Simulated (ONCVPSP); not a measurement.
# O: ONCV pseudisation with LDA (Perdew-Zunger), fully relativistic reference atom.

ONCVPSP 4.0.1 was run on this input:

```
# ATOM AND REFERENCE CONFIGURATION
# atsym  z   nc   nv     iexc    psfile
  O 8.00    1    2        3      upf
#
#   n    l    f
    1    0    2.00
    2    0    2.00
    2    1    4.00
#
# PSEUDOPOTENTIAL AND OPTIMIZATION
# lmax
    1
#
#   l,   rc,      ep,       ncon, nbas, qcut
    0    0.85    0.00    4    7    7.20
    1    1.60    0.00    4    8    9.50
#
# LOCAL POTENTIAL
# lloc, lpopt,  rc(5),   dvloc0
    4    5    0.55    0.00
#
# VANDERBILT-KLEINMAN-BYLANDER PROJECTORs
# l, nproj, debl
    0    2    1.60
    1    2    3.70
#
# MODEL CORE CHARGE
# icmod, fcfact, rcfact
    3    4.50    1.50
#
# LOG DERIVATIVE ANALYSIS
# epsh1, epsh2, depsh
   -2.00    5.00    0.02
#
# OUTPUT GRID
# rlmax, drl
    6.00    0.01
#
# TEST CONFIGURATIONS
# ncnf
    4
# nvcnf
#   n    l    f
    2
    2    0    2.00
    2    1    3.00
#
    2
    2    0    2.00
    2    1    2.00
#
    2
    2    0    2.00
    2    1    1.00
#
    2
    2    0    2.00
    2    1    0.00
#
```

Command:

```bash
oncvpspr.x < O.dat > O.out
```

Output (shortened: citation, most of the input echo, consistency checks and plot data are left out):

```
ONCVPSP  (Optimized Norm-Conservinng Vanderbilt PSeudopotential)
relativistic version 4.0.1

#   n    l    f        energy (Ha)
    1    0    2.00    -1.8774293D+01
    2    0    2.00    -8.7288619D-01
    2    1    4.00    -3.3756635D-01    -3.3891944D-01

Reference configufation results
  iterations    24
  all-electron total energy (Ha)   -7.45249785D+01

Begin loop to  construct optimized pseudo wave functions
and semi-local pseudopoentials for all angular momenta

   Wellstate for l =  0  n =  3 kap= -1
     eigenvalue =   0.7271
     asymptotic potential =   1.2271
     half-point radius =  2.8677

Calculating optimized projector #   1

 for l=   0

    Fraction of norm inside rc  0.319944
    Optimizing pswf for qcut=   7.20 a_B^-1,  ecut=  25.94 Ha
    Residual kinetic energy error=  7.42D-03 Ha

    Energy error per electron        Cutoff
         Ha          eV             Ha
         0.01000     0.27211       24.04
         0.00100     0.02721      113.07
         0.00010     0.00272      159.48
         0.00001     0.00027      186.84

Calculating optimized projector #   2

 for l=   0

    Fraction of norm inside rc  0.080720
    Optimizing pswf for qcut=   7.20 a_B^-1,  ecut=  25.94 Ha
    Residual kinetic energy error=  2.86D-03 Ha

    Energy error per electron        Cutoff
         Ha          eV             Ha
         0.01000     0.27211       18.72
         0.00100     0.02721       32.36
         0.00010     0.00272      126.66
         0.00001     0.00027      233.12

   Wellstate for l =  1  n =  5 kap= -2
     eigenvalue =   3.3624
     asymptotic potential =   3.8624
     half-point radius =  3.6764

Calculating optimized projector #   1

 for l=   1

    Fraction of norm inside rc  0.744737
    Optimizing pswf for qcut=   9.49 a_B^-1,  ecut=  45.05 Ha
    Residual kinetic energy error=  1.08D-07 Ha

    Energy error per electron        Cutoff
         Ha          eV             Ha
         0.01000     0.27211       22.07
         0.00100     0.02721       28.70
         0.00010     0.00272       34.01
         0.00001     0.00027       38.23

Calculating optimized projector #   2

 for l=   1

    Fraction of norm inside rc  0.123944
    Optimizing pswf for qcut=   9.49 a_B^-1,  ecut=  45.05 Ha
    Residual kinetic energy error=  2.92D-06 Ha

    Energy error per electron        Cutoff
         Ha          eV             Ha
         0.01000     0.27211       24.71
         0.00100     0.02721       32.24
         0.00010     0.00272       37.89
         0.00001     0.00027       42.60

   Wellstate for l =  1  n =  5 kap=  1
     eigenvalue =   3.3611

Calculating optimized projector #   1

 for l=   1

    Fraction of norm inside rc  0.745749
    Optimizing pswf for qcut=   9.49 a_B^-1,  ecut=  45.05 Ha
    Residual kinetic energy error=  1.09D-07 Ha

    Energy error per electron        Cutoff
         Ha          eV             Ha
         0.01000     0.27211       22.09
         0.00100     0.02721       28.72
         0.00010     0.00272       34.03
         0.00001     0.00027       38.25

Calculating optimized projector #   2

 for l=   1

    Fraction of norm inside rc  0.124074
    Optimizing pswf for qcut=   9.49 a_B^-1,  ecut=  45.05 Ha
    Residual kinetic energy error=  2.94D-06 Ha

    Energy error per electron        Cutoff
         Ha          eV             Ha
         0.01000     0.27211       24.73
         0.00100     0.02721       32.26
         0.00010     0.00272       37.90
         0.00001     0.00027       42.61

Construct Vanderbilt / Kleinmman-Bylander projectors

B matrix Hermiticity error, ll=  0  kap= -1
   1   2    8.9258D-05

  Orthonormal projector coefficients  3.7036E+01  9.1705E+00

B matrix Hermiticity error, ll=  1  kap= -2
   1   2    9.5073D-05

  Orthonormal projector coefficients -4.1206E+00 -1.6498E+00

B matrix Hermiticity error, ll=  1  kap=  1
   1   2    9.5231D-05

  Orthonormal projector coefficients -4.0998E+00 -1.6533E+00

 Orthonormal scalar projector coefficients, l =  1
 -4.1136E+00 -1.6510E+00 -6.5381E-06 -1.0161E-08

 Orthonormal spin-orbit projector coefficients, l =  1
 -1.8625E-02  5.4947E-03  1.6293E-03 -1.0823E-05

Model core correction analysis
  based on d2Exc/dn_idn_j

d2excae - all-electron derivatives

   -4.066453D-02   -3.551314D-02
   -3.551388D-02   -3.443585D-02

d2excps - pseudofunction derivatives with no core correction

   -5.201239D-02   -4.816113D-02
   -4.816166D-02   -4.585217D-02

rms 2nd derivative error    1.203167E-02

rmatch, rhocmatch    0.3904    9.7668

Teter function model core charge with specified parameters

d2excps - pseudofunction derivatives with core correction

   -4.979076D-02   -4.608070D-02
   -4.608124D-02   -4.377339D-02

rms 2nd derivative error    9.922450E-03

Pseudoatom total energy  -15.675969

Diagnostic tests using Vanderbilt-Kleinman-Bylander pseudopotentials
  relativistic with J = L +/- 1/2 projectors

   l  kap   rcore       rmatch      e in        delta e    norm test   slope test

   0  -1   0.8548016   0.8807552  -0.8728862  -0.0000181   1.0000486   1.0007071
   0  -1   0.8548016   0.8807552   0.7271138   0.0000127   1.0001847   1.0001847

   1  -2   1.6019660   1.6506052  -0.3375664  -0.0000027   1.0000248   1.0000371
   1   1   1.6019660   1.6506052  -0.3389194  -0.0000005   1.0000273   1.0000270
   1  -2   1.6019660   1.6506052   3.3624336   0.0000463   1.0000725   1.0000725
   1   1   1.6019660   1.6506052   3.3619494   0.0000472   1.0000727   1.0000727

Diagnostic tests using Vanderbilt-Kleinman-Bylander pseudopotentials
  relativistic with scalar and spin-orbit non-local projectors

   l  kap   rcore       rmatch      e in        delta e    norm test   slope test

   0  -1   0.8548016   0.8807552  -0.8728862  -0.0000181   1.0000486   1.0007071
   0  -1   0.8548016   0.8807552   0.7271138   0.0000127   1.0001847   1.0001847

   1  -2   1.6019660   1.6506052  -0.3375664   0.0000008   1.0000237   1.0000435
   1   1   1.6019660   1.6506052  -0.3389194  -0.0000012   1.0000256   1.0000238
   1  -2   1.6019660   1.6506052   3.3624336   0.0000498   1.0000726   1.0000726
   1   1   1.6019660   1.6506052   3.3619494   0.0000471   1.0000735   1.0000735

Ghost test for J = L + 1/2

 Testing for bound ghosts
   n   l    E NL Schr. Eq   E Basis Diag.   E Cutoff

   1   0       -0.872904       -0.813681    255.28

   2   1       -0.337569       -0.335368    117.79

 Testing for highly-localized positive-energy ghosts
       l    <radius>/rc     E Basis Diag.   E Cutoff

Ghost test for J = L - 1/2

 Testing for bound ghosts
   n   l    E NL Schr. Eq   E Basis Diag.   E Cutoff

   1   0       -0.872904       -0.813681    255.28

   2   1       -0.338920       -0.336742    117.79

 Testing for highly-localized positive-energy ghosts
       l    <radius>/rc     E Basis Diag.   E Cutoff

Test configuration 0

   n   l kap    f        eae           eps        diff
   1   0  -1  2.0000  -18.77429269
   2   0  -1  2.0000   -0.87288619   -0.87290429   -1.81E-05
   2   1  -2  2.6667   -0.33756635   -0.33756903   -2.68E-06
   2   1   1  1.3333   -0.33891944   -0.33891994   -4.95E-07

    Total energies and differences
      AE_ref= -7.45249785E+01  AE_tst= -7.45249785E+01  dif=  0.00E+00
      PS_ref= -1.56759694E+01  PS_tst= -1.56759694E+01  dif=  1.78E-15
      PSP excitation error= -1.78E-15

Test configuration 1

   n   l kap    f        eae           eps        diff
   1   0  -1  2.0000  -19.46683108
   2   0  -1  2.0000   -1.44776011   -1.44767682    8.33E-05
   2   1  -2  2.0000   -0.90298571   -0.89988958    3.10E-03
   2   1   1  1.0000   -0.90461616   -0.90149314    3.12E-03

    Total energies and differences
      AE_ref= -7.45249785E+01  AE_tst= -7.39155454E+01  dif=  6.09E-01
      PS_ref= -1.56759694E+01  PS_tst= -1.50676566E+01  dif=  6.08E-01
      PSP excitation error=  1.12E-03

Test configuration 2

   n   l kap    f        eae           eps        diff
   1   0  -1  2.0000  -20.35395906
   2   0  -1  2.0000   -2.13203820   -2.12836816    3.67E-03
   2   1  -2  1.3333   -1.59239997   -1.57852002    1.39E-02
   2   1   1  0.6667   -1.59435032   -1.58038899    1.40E-02

    Total energies and differences
      AE_ref= -7.45249785E+01  AE_tst= -7.26767870E+01  dif=  1.85E+00
      PS_ref= -1.56759694E+01  PS_tst= -1.38365443E+01  dif=  1.84E+00
      PSP excitation error=  8.77E-03

Test configuration 3

   n   l kap    f        eae           eps        diff
   1   0  -1  2.0000  -21.42009897
   2   0  -1  2.0000   -2.90687427   -2.89277207    1.41E-02
   2   1  -2  0.6667   -2.38924995   -2.35152637    3.77E-02
   2   1   1  0.3333   -2.39156681   -2.35366793    3.79E-02

    Total energies and differences
      AE_ref= -7.45249785E+01  AE_tst= -7.06936616E+01  dif=  3.83E+00
      PS_ref= -1.56759694E+01  PS_tst= -1.18779462E+01  dif=  3.80E+00
      PSP excitation error=  3.33E-02

Test configuration 4

   n   l kap    f        eae           eps        diff
   1   0  -1  2.0000  -22.65427852
   2   0  -1  2.0000   -3.75772919   -3.72273945    3.50E-02
   2   1  -2  0.0000   -3.27928457   -3.27928457    0.00E+00
   2   1   1  0.0000   -3.28201605   -3.28201605    0.00E+00

    Total energies and differences
      AE_ref= -7.45249785E+01  AE_tst= -6.78656002E+01  dif=  6.66E+00
      PS_ref= -1.56759694E+01  PS_tst= -9.10702389E+00  dif=  6.57E+00
      PSP excitation error=  9.04E-02
```

The run took about 4.5 s on one core of a shared server CPU.
